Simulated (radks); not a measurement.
Charge is removed step by step from the 3p down level of Cs18+, starting from [Ne] 3s2 3p(up 3, down 3) 3d10 4s2 4p6 4d1. All-electron calculation, scalar-relativistic Kohn-Sham, PBE, spin-polarised, spherical densities, finite nucleus; open shells are filled with parallel spins first (spin-orbit coupling, left out, can overturn this in heavy ions); Fermi nuclear charge, rms radius 4.8041 fm. Program: a radial shooting solver on a logarithmic mesh with Libxc functionals.

\begin{tabular}{lrrr}
removed (e) & E - E(0) (eV) & eigenvalue (eV) & E minus straight line (eV) \\ \hline
0 & 0.000 & -1425.9 & 0.000 \\
0.1 & 142.82 & -1432.6 & -2.998 \\
0.2 & 286.31 & -1439.2 & -5.332 \\
0.3 & 430.47 & -1445.9 & -7.001 \\
0.4 & 575.28 & -1452.5 & -8.005 \\
0.5 & 720.77 & -1459.2 & -8.341 \\
0.6 & 866.92 & -1465.9 & -8.011 \\
0.7 & 1013.7 & -1472.6 & -7.012 \\
0.8 & 1161.2 & -1479.2 & -5.345 \\
0.9 & 1309.4 & -1485.9 & -3.007 \\
1 & 1458.2 & -1492.7 & 0.000 \\
\end{tabular}

Removing the whole electron costs 1458.2 eV by Delta-SCF, against 1425.9 eV from minus the eigenvalue at the starting occupation. Slater's transition state (half an electron removed) gives 1459.2 eV. Integrating minus the eigenvalue over the occupation (Janak's theorem) gives 1459.2 eV. In this scalar-relativistic scheme the density is built from large components alone, so the theorem holds only approximately. The mean slope of the eigenvalue, de/dn, is 66.7 eV per electron.
